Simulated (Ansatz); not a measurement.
`OB(O)CCCCc1ccc2ccc3cccc4ccc1c2c34`. The state is a singlet with charge 0. Geometry PBE-D4/def2-SVP; atoms count from 1.

```
atom   x (Å)   y (Å)   z (Å)
  O1   6.056  -1.965  -1.695
  B2   5.012  -1.526  -0.908
  O3   4.663  -2.110   0.290
  C4   4.145  -0.305  -1.412
  C5   2.705  -0.720  -1.768
  C6   1.842   0.437  -2.276
  C7   0.398   0.034  -2.648
  C8  -0.430  -0.437  -1.475
  C9  -0.567  -1.816  -1.228
 C10  -1.278  -2.307  -0.130
 C11  -1.895  -1.426   0.782
 C12  -2.635  -1.896   1.922
 C13  -3.233  -1.022   2.794
 C14  -3.142   0.400   2.599
 C15  -3.752   1.320   3.481
 C16  -3.648   2.701   3.265
 C17  -2.933   3.195   2.167
 C18  -2.305   2.315   1.258
 C19  -1.565   2.784   0.120
 C20  -0.962   1.911  -0.752
 C21  -1.043   0.483  -0.574
 C22  -1.781  -0.012   0.558
 C23  -2.407   0.898   1.468
 H24   6.535  -2.732  -1.332
 H25   5.211  -2.874   0.543
 H26   4.633   0.171  -2.288
 H27   4.108   0.466  -0.609
 H28   2.225  -1.183  -0.879
 H29   2.727  -1.518  -2.547
 H30   1.815   1.238  -1.503
 H31   2.325   0.891  -3.169
 H32   0.441  -0.780  -3.403
 H33  -0.100   0.888  -3.152
 H34  -0.097  -2.525  -1.928
 H35  -1.365  -3.393   0.032
 H36  -2.712  -2.983   2.081
 H37  -3.796  -1.396   3.663
 H38  -4.313   0.935   4.346
 H39  -4.132   3.401   3.963
 H40  -2.853   4.281   1.999
 H41  -1.490   3.870  -0.044
 H42  -0.407   2.311  -1.611
```

Single mean-field runs in def2-TZVP are fitted with def2-universal-jkfit.

(1) Estimate the Mulliken populations of the heavy atoms from the PBE0/def2-TZVP orbitals of Ansatz.

(2) And the Mayer bond orders between heavy atoms (over 0.3)?

Answers

(1) 
```csv
atom,charge (e)
O1,-0.42
B2,0.30
O3,-0.42
C4,-0.27
C5,-0.29
C6,-0.18
C7,-0.20
C8,0.14
C9,-0.20
C10,-0.20
C11,0.12
C12,-0.21
C13,-0.24
C14,0.15
C15,-0.19
C16,-0.11
C17,-0.20
C18,0.15
C19,-0.27
C20,-0.30
C21,0.13
C22,0.09
C23,0.08
```
Mulliken values depend strongly on the basis.

(2) O1–B2 1.35 (1.38 Å); B2–O3 1.35 (1.38 Å); B2–C4 1.00 (1.58 Å); C4–C5 1.02 (1.54 Å); C5–C6 1.04 (1.53 Å); C6–C7 0.98 (1.54 Å); C7–C8 0.90 (1.51 Å); C8–C9 1.37 (1.41 Å); C8–C21 1.30 (1.43 Å); C9–C10 1.39 (1.40 Å); C10–C11 1.30 (1.41 Å); C11–C12 1.13 (1.44 Å); C11–C22 1.26 (1.44 Å); C12–C13 1.60 (1.37 Å); C13–C14 1.13 (1.44 Å); C14–C15 1.32 (1.41 Å); C14–C23 1.25 (1.44 Å); C15–C16 1.40 (1.40 Å); C16–C17 1.40 (1.40 Å); C17–C18 1.32 (1.41 Å); C18–C19 1.13 (1.44 Å); C18–C23 1.25 (1.44 Å); C19–C20 1.66 (1.37 Å); C20–C21 1.10 (1.44 Å); C21–C22 1.26 (1.44 Å); C22–C23 1.14 (1.43 Å).
